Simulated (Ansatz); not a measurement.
`F/C(S)=C\[SiH3]`, 10 atoms. The species carries charge 0 and has multiplicity 1. All runs use 4 threads of a server CPU on a shared host. Correlated methods freeze the cores.

Task: Give the basis size and wall time and peak host memory of each of these runs in Ansatz. RKS PBE0-D4/def2-TZVP frequencies; RHF-MP2/def2-QZVPP energy; RKS r2SCANh-D4/def2-TZVPP energy; RHF-CCSD(T)/def2-TZVPP energy; RKS ωB97M-V/def2-QZVPP energy; RKS CAM-B3LYP-D4/def2-TZVPP energy; RKS PBE0-D4/def2-TZVPP energy; RKS PBE0-D4/def2-TZVP relaxation (28 steps); direct RPA on PBE orbitals/def2-TZVPP energy; RKS LC-ωPBE/def2-TZVPP energy; RKS ωB97M-V/def2-SVP energy; RHF-CCSD(T)/def2-SVP energy. (Best estimate.)

Result: Computed: Other jobs shared the machine, so times are rough.

| level | job | functions | wall time | peak host memory (GiB) |
| --- | --- | --- | --- | --- |
| RKS LC-ωPBE/def2-TZVPP | energy | 247 | 2.7 s | 0.46 |
| RKS PBE0-D4/def2-TZVPP | energy | 247 | 3.4 s | 0.63 |
| RKS CAM-B3LYP-D4/def2-TZVPP | energy | 247 | 3.7 s | 0.71 |
| RHF-CCSD(T)/def2-SVP | energy | 103 | 4.9 s | 0.43 |
| RKS r2SCANh-D4/def2-TZVPP | energy | 247 | 5.5 s | 0.65 |
| RKS ωB97M-V/def2-SVP | energy | 103 | 5.5 s | 0.31 |
| direct RPA on PBE orbitals/def2-TZVPP | energy | 247 | 6 s | 0.56 |
| RKS ωB97M-V/def2-QZVPP | energy | 461 | 21 s | 2 |
| RHF-MP2/def2-QZVPP | energy | 461 | 25 s | 2.6 |
| RKS PBE0-D4/def2-TZVP | relaxation (28 steps) | 197 | 93 s | 0.55 |
| RHF-CCSD(T)/def2-TZVPP | energy | 247 | 2.3 min | 5 |
| RKS PBE0-D4/def2-TZVP | frequencies | 197 | 2.9 min | 0.55 |

LC-ωPBE has ω = 0.4 bohr⁻¹.
